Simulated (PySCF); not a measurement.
**Worked example: entropy of an ideal gas**

Zn(Br)(NH2) (BrH₂NZn), SMILES [Br][Zn][NH2].

Coordinates come from a B3LYP-D3(BJ)/def2-SVP optimisation. One conformer was computed; it need not be the lowest.

B3LYP-D3(BJ)/def2-SVP run with PySCF 2.14.0 gives the harmonic wavenumbers 111, 115, 288, 463, 673, 764, 1536, 3503, 3587 cm⁻¹ and the rotational temperatures 13.8002, 0.0750, 0.0748 K. The molar mass is 161.31 g/mol, the symmetry number 1, the spin multiplicity 1.

Work out the entropy at 298.15 K and 1 atm in the rigid-rotor, harmonic-oscillator model.


Translation (Sackur–Tetrode at 1 atm): S = R[1.5 ln M + 2.5 ln T − 1.16487] = 172.1 J/(mol K).
Rotation: q = (√π/σ) T^1.5/√(θA θB θC) = 32800, S = R[ln q + 3/2] = 98.9 J/(mol K).
Vibration: with u = 1.4388 ν/T, each mode gives R[u/(e^u − 1) − ln(1 − e^−u)]:
```json
[
 {"ν (cm⁻¹)": "111", "modes": "1", "u": "0.54", "S (J/(mol K))": "13.60"},
 {"ν (cm⁻¹)": "115", "modes": "1", "u": "0.55", "S (J/(mol K))": "13.32"},
 {"ν (cm⁻¹)": "288", "modes": "1", "u": "1.39", "S (J/(mol K))": "6.22"},
 {"ν (cm⁻¹)": "463", "modes": "1", "u": "2.23", "S (J/(mol K))": "3.17"},
 {"ν (cm⁻¹)": "673", "modes": "1", "u": "3.25", "S (J/(mol K))": "1.42"},
 {"ν (cm⁻¹)": "764", "modes": "1", "u": "3.69", "S (J/(mol K))": "1.00"},
 {"ν (cm⁻¹)": "1536", "modes": "1", "u": "7.41", "S (J/(mol K))": "0.04"}
]
```
The stiffer modes add less than 0.005 each. Sum 38.8 J/(mol K).
Spin: R ln 1 = 0.0 J/(mol K).
Total 309.8 J/(mol K); the program's own thermochemistry gives 309.8. Translation makes up 56 % and vibration 13 %. Anharmonicity, hindered rotation and orbital degeneracy are left out.
